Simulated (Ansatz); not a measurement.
The cluster TiSi6⁺. Total charge 1; doublet. Geometry PBE0-D4/def2-SVP; atoms count from 1.

```csv
atom,x (Å),y (Å),z (Å)
Ti1,0.8776,1.5170,-0.9206
Si2,1.4770,-0.5622,0.2866
Si3,-0.1436,0.9741,1.2711
Si4,0.2825,-0.6874,-1.9761
Si5,-1.5996,1.0950,-0.8332
Si6,-0.9604,-1.0299,0.0248
Si7,0.0664,-1.3066,2.1474
```

The charge 1 doublet is spin-contaminated (final ⟨S²⟩ up to 0.93, 0.75 for a pure state). No other spin state of charge 1 was run. The structure comes from a short search, and lower isomers may exist.

Estimate the Mulliken populations from the PBE0/def2-TZVP orbitals of Ansatz.


```json
{"atom": "Ti1", "charge (e)": "0.50", "spin (α − β)": "1.18", "d electrons": "2.59"}
{"atom": "Si2", "charge (e)": "0.05", "spin (α − β)": "-0.11", "d electrons": "–"}
{"atom": "Si3", "charge (e)": "0.04", "spin (α − β)": "-0.11", "d electrons": "–"}
{"atom": "Si4", "charge (e)": "0.06", "spin (α − β)": "0.05", "d electrons": "–"}
{"atom": "Si5", "charge (e)": "0.06", "spin (α − β)": "0.06", "d electrons": "–"}
{"atom": "Si6", "charge (e)": "0.13", "spin (α − β)": "-0.04", "d electrons": "–"}
{"atom": "Si7", "charge (e)": "0.16", "spin (α − β)": "-0.02", "d electrons": "–"}
```
Mulliken values and Mayer orders depend strongly on the basis.

Where does the spin sit?

Summed by element: Ti 1.18, Si -0.18, of 1 unpaired in all. Largest on single atoms: Ti1 1.18, Si3 -0.11, Si2 -0.11.

And the Mayer bond orders between bonded heavy atoms (over 0.3)?

Ti1–Si2 0.89 (2.48 Å); Ti1–Si3 0.89 (2.48 Å); Ti1–Si4 0.87 (2.52 Å); Ti1–Si5 0.87 (2.51 Å); Si2–Si3 0.56 (2.44 Å); Si2–Si4 0.56 (2.56 Å); Si2–Si6 0.53 (2.50 Å); Si2–Si7 0.72 (2.45 Å); Si3–Si5 0.56 (2.56 Å); Si3–Si6 0.53 (2.50 Å); Si3–Si7 0.72 (2.45 Å); Si4–Si6 0.77 (2.38 Å); Si5–Si6 0.77 (2.38 Å); Si6–Si7 0.80 (2.37 Å). Values over 0.3 also appear between atoms too far apart for a bond (Si4–Si5 0.42 at 2.83 Å); they arise where an orbital or an unpaired electron spreads over both atoms.
